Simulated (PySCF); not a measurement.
SnCl₄: adding exact exchange

Base calculation in PySCF with density fitting and no spin–orbit coupling, PBE/def2-TZVP (scalar-relativistic core potentials): singlet, Td, Sn–Cl 2.316 Å (×4); wavenumbers 90 (×2), 119 (×3), 341, 380 (×3) cm⁻¹; gap between the highest occupied and lowest empty levels 3.94 eV, polar-tensor charge of Sn 1.97 e, atomisation energy (no zero-point energy) 1328 kJ/mol.

Problem. What changes on going to PBE0/def2-TZVP (scalar-relativistic core potentials)?

Solution. The point group stays the same. Changes: mean bond to Sn -0.027 Å, highest wavenumber +25 cm⁻¹, lowest wavenumber +5 cm⁻¹, gap between the highest occupied and lowest empty levels +2.63 eV, polar-tensor charge of Sn +0.11 e, atomisation energy (no zero-point energy) -26 kJ/mol. The new structure has Sn–Cl 2.289 Å (×4), with wavenumbers 95 (×2), 125 (×3), 368, 405 (×3) cm⁻¹. Exact exchange shortens and stiffens the bonds and opens the gap, the usual pattern.

Each species is the lowest minimum found with this bonding; other isomers or fragments can lie lower.
